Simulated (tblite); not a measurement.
Compound: C4H9F3P2.
Atom-mapped SMILES: `[CH3:1][P:2]([CH3:3])[P:4]([CH3:5])[C:6]([F:7])([F:8])[F:9]` (hydrogens: H10, H11, H12 on C1; H13, H14, H15 on C3; H16, H17, H18 on C5)

The geometry is computed with GFN2-xTB (gas phase).

What internal coordinates does the optimisation give?

```tsv
bond	length (pm)	order
C1–P2, P2–C3	185.3	single
P2–P4	220.0	single
P4–C5	184.7	single
P4–C6	187.9	single
C6–F7, C6–F8, C6–F9	134.3	single
C1–H10 and 5 like bonds	108.8	single
C5–H16, C5–H17, C5–H18	108.9	single
```

Bonds in one row agree within 1 pm and their mean is given. Orders are formal, as drawn. A selection of angles:
```tsv
angle	degrees
C1–P2–C3	98.1
C1–P2–P4	95.8
C3–P2–P4	97.6
P2–P4–C5	98.5
P2–P4–C6	94.0
C5–P4–C6	94.7
P4–C6–F7	110.4
P4–C6–F8	111.9
P4–C6–F9	114.7
F7–C6–F8	106.6
F7–C6–F9	106.2
```

Torsions: C1–P2–P4–C5 -83° (synclinal); P2–P4–C6–F7 164° (antiperiplanar). The mirror-image conformer, all signs reversed, is as good.

P2 (three-coordinate phosphorus) is pyramidal (angles 98.1°, 97.6° and 95.8°, sum 291.5°, 0.98 Å off the plane of its three neighbours). All 3 C–F bonds measure 1.341 to 1.344 Å. The 4 C–P bonds span 1.847 Å (P4–C5, drawn single) to 1.879 Å (P4–C6, drawn single), a spread of 0.032 Å. P4 (three-coordinate phosphorus) is pyramidal (angles 98.5°, 94.7° and 94.0°, sum 287.2°, 1.01 Å off the plane of its three neighbours). Of the pairs four or more bonds apart, F8···H13 is among the closest relative to their van der Waals radii: 2.60 Å, 97 % of the sum of Bondi's values.

Point group: C1 (no symmetry element, even within 0.4 Å). Its GFN2-xTB frequencies are all real (lowest 22 cm⁻¹). One conformer, not necessarily the lowest.
